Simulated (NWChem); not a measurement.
## Total energies of CH3OS

```
C
H 1 1.0997
H 1 1.0997 2 109.74
H 1 1.1001 2 110.05 3 -121.24
S 1 1.8080 2 109.38 3 120.00
O 5 1.5188 1 105.55 2 -60.11
```
Charge 0, spin multiplicity 2.

The numbers come from NWChem runs, not from measurements. All single points use one geometry, from UPBE0/def2-SVP, a minimum by its harmonic frequencies.

Basis set: cc-pVDZ (61 functions).

```csv
method,total energy (Ha),relative cost
UHF,-511.95797,1
UMP2,-512.39892,under 3
UB2PLYP,-513.02217,under 3
UPBE,-512.97524,under 3
UB3LYP,-513.29205,under 3
ULC-wPBE (omega 0.3 per bohr),-513.03311,under 3
```

Total energies of different functionals aren't comparable as a measure of quality: only differences taken within one method are. The cost column gives rough processor time relative to UHF; each entry includes its own SCF.

The correlated methods keep 7 core orbitals frozen. B3LYP has NWChem's definition, with VWN1-RPA local correlation. GW and range-separated runs recompute their integrals, the others keep them in memory, which bears on the times. The structure started from a generated list of species. The unpaired electrons of the parent sit in orbitals of symmetry a" (Cs labels of the run); other states weren't searched. No SCF solution was tested for a lower state. Open-shell Hartree-Fock references start from PBE0 orbitals; any time given for them includes that run.
